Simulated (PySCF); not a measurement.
C5H7F. Atoms are numbered in the order given.

```xyz
13

C      1.7940    -0.2046    -0.3111
C      0.4828     0.5224    -0.5777
C     -0.0628     1.4153     0.5290
C     -1.1216     0.6341     0.8026
C     -0.8145    -0.3274    -0.3200
F     -0.5957    -1.6448     0.0324
H      1.9816    -0.9675    -1.0832
H      1.7701    -0.7105     0.6654
H      2.6406     0.5006    -0.3160
H      0.5054     0.9967    -1.5762
H      0.2798     2.3767     0.9233
H     -1.9478     0.6926     1.5153
H     -1.5352    -0.3241    -1.1569
```

Geometry: B3LYP-D3(BJ)/def2-SVP. The structure was generated by enumeration; whether it is a known compound was not checked.

Method: PBE0/def2-TZVP run with PySCF.

ESP charges are fitted to the potential on shells at 1.4 to 2.0 van der Waals radii. Atomic charges (e):

```
atom  ESP fit  meta-Löwdin
----  -------  -----------
C1      -0.55        -0.34
C2       0.35        -0.08
C3      -0.38        -0.11
C4      -0.14        -0.15
C5       0.09         0.20
F6      -0.22        -0.32
H7       0.13         0.12
H8       0.17         0.12
H9       0.14         0.11
H10     -0.01         0.10
H11      0.20         0.12
H12      0.15         0.12
H13      0.06         0.11
```

Give the Mayer and Wiberg (Löwdin basis) orders of the bonds. (Estimate from the structure and the level; the computed values follow.)


```csv
bond,Mayer,Wiberg
C1–C2,0.97,1.25
C2–C3,1.00,1.13
C3–C4,1.80,1.97
C2–C5,1.03,1.04
C4–C5,1.04,1.17
C5–F6,1.03,1.64
C1–H7,0.97,0.90
C1–H8,0.96,0.90
C1–H9,0.97,0.90
C2–H10,0.93,0.81
C3–H11,0.95,0.87
C4–H12,0.96,0.87
C5–H13,0.96,0.85
```
